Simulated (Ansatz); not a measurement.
A series at Ge: from `[OH][GeH3]`, ligands are replaced one by one, each step taking up H–F and setting free H₂; n counts the steps. Ansatz, PBE0-D4/def2-TZVP geometries. Each molecule was computed in one conformer, which needn't be the lowest.

```json
{"n": "0", "molecule": "`[OH][GeH3]`", "HOMO energy, ωB97M-V/def2-TZVPP (eV)": "?"}
{"n": "1", "molecule": "`[OH][GeH2][F]`", "HOMO energy, ωB97M-V/def2-TZVPP (eV)": "-11.65"}
{"n": "2", "molecule": "`[OH][GeH]([F])[F]`", "HOMO energy, ωB97M-V/def2-TZVPP (eV)": "-12.56"}
{"n": "3", "molecule": "`[OH][Ge]([F])([F])[F]`", "HOMO energy, ωB97M-V/def2-TZVPP (eV)": "-13.21"}
```

Q: By hand: fit a straight line y = ȳ + b (n − n̄) to the 3 given rows and predict n = 0.

A: n̄ = 2.000, ȳ = -12.473; Σ(n − n̄)(y − ȳ) = -1.560, Σ(n − n̄)² = 2.000, so b = -0.780 eV a step. Prediction: -12.473 + (-0.780) × (-2.000) = -10.91 eV.

Q: By hand: compare with the computed value, -10.79 eV, and give the steps along the whole series.

A: The line misses by 0.12 eV (computed minus predicted). Steps: -0.86, -0.91, -0.65 eV.

The steps differ by up to 0.26 eV without a steady trend. The highest orbital can change its character along such a series. The miss is 5.0 % of the series' range.
